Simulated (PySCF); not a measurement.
CH5F2NOSi, SMILES [Si@@](F)(N)(CF)O.

Coordinates come from a B3LYP-D3(BJ)/def2-SVP optimisation. The structure was generated by enumeration; whether it is a known compound was not checked. One conformer was computed; it need not be the lowest.

Two levels are set side by side: TDA-PBE/def2-SVPD (PySCF) and TDA-CAM-B3LYP/def2-SVPD (PySCF). Vertical, same geometry. The lowest singlet is HOMO→LUMO 96 % with PBE and HOMO→LUMO 64 %, HOMO→LUMO+1 20 %, HOMO→LUMO+2 13 % with the other functional; states are paired by order. Differences are taken from unrounded values.

```tsv
quantity	TDA-CAM-B3LYP	TDA-PBE	TDA-PBE minus TDA-CAM-B3LYP
lowest singlet excitation (eV)	7.22	6.07	-1.16
lowest triplet excitation (TDA) (eV)	6.78	5.90	-0.88
```

Functionals without exact exchange tend to place singlet excitations lower, as here. Differences between two approximate levels are no errors against the true value.

Rough cost on one machine, each run with all the roots and properties that it gave: TDA-CAM-B3LYP against TDA-PBE about 4 times.
